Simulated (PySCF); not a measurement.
Energy profile

The step: Si₂H₅Cl ([SiH3][SiH2][Cl]) + HF → SiH₂ClF ([F][SiH2][Cl]) + SiH₄; bonds formed: Si1–F7, Si2–H6; bonds broken: Si1–Si2, H6–F7 (atoms numbered as in the saddle structure below).

| atom | x (Å) | y (Å) | z (Å) |
| --- | --- | --- | --- |
| Si1 | 0.1192 | -1.1188 | -0.5005 |
| Si2 | -0.2881 | 1.2789 | 0.4331 |
| H3 | -0.4893 | -2.2500 | 0.2145 |
| H4 | 1.1282 | -1.2914 | -1.5556 |
| Cl5 | -1.5343 | -0.5415 | -1.6992 |
| H6 | 0.8325 | -0.0894 | 0.7084 |
| F7 | 1.5324 | -1.0828 | 0.8091 |
| H8 | 0.5189 | 1.9126 | 1.5178 |
| H9 | -0.1332 | 2.0561 | -0.8135 |
| H10 | -1.6859 | 1.1262 | 0.8858 |

Electronic energies by CCSD(T) at an estimated basis limit (MP2 extrapolated from triple and quadruple zeta, plus CCSD(T) − MP2 in triple zeta), on PBE0-D4/def2-TZVP structures; Si2H6ClF, singlet; no counterpoise correction. Program: PySCF 2.14 with density fitting (its default auxiliary sets; JK sets also for MP2 and CCSD(T)). Basis: def2-TZVPP and def2-QZVPP. Cores are frozen in the correlated methods. Extrapolation: Hartree–Fock as exp(−7.88 √X), correlation as X^−2.97.

Question: Give the profile in eV, counted from the separated reactants. (To be estimated.)

Answer: Computed:
| point | eV |
| --- | --- |
| separated: Si2H5Cl (linked as [SiH3][SiH2][Cl]; Si1, Si2, H3, H4, Cl5, H8, H9, H10; singlet) + HF (H6, F7; singlet) | 0.000 |
| start structure | -0.088 |
| saddle | 1.534 |
| end structure | -1.467 |
| separated: SiH2ClF (linked as [F][SiH2][Cl]; Si1, H3, H4, Cl5, F7; singlet) + SiH4 (Si2, H6, H8, H9, H10; singlet) | -1.422 |

T1 diagnostic: at most 0.013. The end structure is not quite a true minimum (one mode of 35i cm⁻¹).

For scale, one of the runs: CCSD(T)/def2-TZVPP, 241 basis functions, launched by `OMP_NUM_THREADS=4 python run.py`. The run took 20 min on 4 CPU threads of an Intel Xeon (shared host), with 4.5 GiB of host memory at its peak.
